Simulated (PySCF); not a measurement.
Te (tellurium, neutral): PBE0 calculation

Configuration: [Kr] 4d10 5s1 5p5, high-spin 3P determinant (an excited configuration). Calculation: PySCF 2.14, in aug-cc-pVDZ-PP with ECP28MDF (5s4p3d, 32 functions); scalar relativity through the core potential.

| Item | Value |
| --- | --- |
| Total energy | -267.6393 hartree |
| One-electron energy | -465.3931 hartree |
| Hartree (Coulomb) energy | 218.4479 hartree |
| Exchange-correlation energy | -20.6940 hartree |
| ⟨S²⟩ | 2.0073 |
| ⟨L²⟩ | 2.008 |
| Sum of ⟨r⟩ | 31.53 bohr |
| Sum of ⟨r²⟩ | 61.53 bohr² |
| Traceless quadrupole moment −½Σ⟨3z² − r²⟩ along its main axis | 3.36 e·bohr² |

```tsv
shell	electrons	mean orbital energy (hartree)	spread (hartree)	rms radius, mean of both spins (bohr)
4s α	1	-6.40278	0	0.819
4s β	1	-6.39006	0	0.819
4p α	3	-4.52292	0.02009	0.882
4p β	3	-4.51234	0.01301	0.882
4d α	5	-1.69776	0.02255	1.05
4d β	5	-1.68322	0.01481	1.05
5s α	1	-0.68677	0	2.20
5p α	3	-0.30492	0.03997	2.82
5p β	2	-0.24008	0	2.82
```

Energies and moments cover only the electrons outside the core potential.
